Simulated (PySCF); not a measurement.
Geometry (Å), atoms numbered from 1 in this order:
```xyz
22

C     3.323    0.134   -0.004
N     2.295   -0.304   -0.589
C     1.009   -0.094    0.029
C     0.349   -1.445    0.304
C    -1.059   -1.281    0.860
C    -1.932   -0.438   -0.072
C    -1.270    0.875   -0.382
C    -1.862    2.055   -0.176
C     0.133    0.749   -0.908
H     3.289    0.674    0.964
H     4.314   -0.015   -0.458
H     1.106    0.453    0.993
H     0.981   -2.022    0.998
H     0.325   -2.010   -0.643
H    -1.012   -0.789    1.848
H    -1.519   -2.268    1.022
H    -2.076   -0.995   -1.017
H    -2.931   -0.276    0.360
H    -2.883    2.117    0.212
H    -1.350    2.996   -0.397
H     0.123    0.242   -1.890
H     0.589    1.739   -1.057
```

PySCF 2.14.0 with density-fitted response routines calculation with shielding tensors at PBE0/pcSseg-1 (GIAO) and PBE0-D3(BJ)/def2-SVP geometry; isolated molecule, a single conformation, relativity neglected.

δ = σ(ref) − σ, references computed at the same level: TMS for $^{13}$C (σ = 184.41 ppm).

Do the $^{13}$C shifts follow the atomic charges (in e)? Tabulate both.

Answers


```
atoms  hybridisation  δ (ppm)  σ para (ppm)  Hirshfeld    IAO  Mulliken  ESP-fitted
   C7            sp2    155.6          -233      +0.01  +0.02     -0.44       +0.17
   C1            sp2    155.1          -225      +0.00  -0.12     -0.01       +0.15
   C8            sp2    116.6          -183      -0.12  -0.34     -0.08       -0.62
   C3            sp3     77.8          -141      +0.01  +0.01     -0.14       +0.56
   C9            sp3     46.0          -107      -0.07  -0.26     +0.01       -0.37
   C6            sp3     37.2           -98      -0.07  -0.26     -0.09       -0.15
   C4            sp3     36.5           -99      -0.07  -0.25     -0.16       -0.29
   C5            sp3     27.8           -90      -0.07  -0.25     -0.21       -0.01
```

Correlation coefficients of δ with charge over these carbons: Hirshfeld +0.50, IAO +0.52, Mulliken -0.26, ESP-fitted +0.24; with the paramagnetic shielding -1.00. Among the 5 sp3 carbons alone: Hirshfeld +0.91, IAO +0.93, Mulliken +0.19, ESP-fitted +0.76. With so few points, grouped by hybridisation, these coefficients are fragile. Charge is one influence among several: hybridisation and low-lying excitations act through the paramagnetic term.

Shifts are as computed. Against solution values, carbons near 30 ppm lie about +2 ppm off and those near 130 ppm about +5 ppm. Of 1211 compounds with measured shifts, 218 miss one by over three times the rms of a fit or turn the order of signals round; such compounds aren't used in these exercises.
